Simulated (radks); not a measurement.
Question: These are the eigenvalues of the occupied orbitals of an atom or ion with whole-number occupations (Ry). Calculated with a radial shooting solver on a logarithmic mesh with Libxc functionals: Dirac Kohn-Sham, PBE, spin-unpolarised, spherical densities, finite nucleus; Fermi nuclear charge, rms radius of each element as measured or else 0.836 A^(1/3) + 0.57 fm.

| orbital | eigenvalue |
|---|---|
| 1s1/2 | -4217.194 |
| 2s1/2 | -992.7796 |
| 2p1/2 | -972.7571 |
| 2p3/2 | -913.0316 |

Which element is it, and in what charge state? The configuration may be excited. Open shells, if any, fill j = l - 1/2 first.

Answer: Z = 65, terbium, charge +58: Tb58+ in [He] 2s2 2p3. The list shows which subshells hold electrons but not how many an open one holds; the 1s level, -2108.6 hartree, gives Z - s = 64.9 by -(Z - s)^2/2, which with screening and relativity narrows Z to a few neighbours, and the depths of the outer levels then fix element, charge and occupations together.
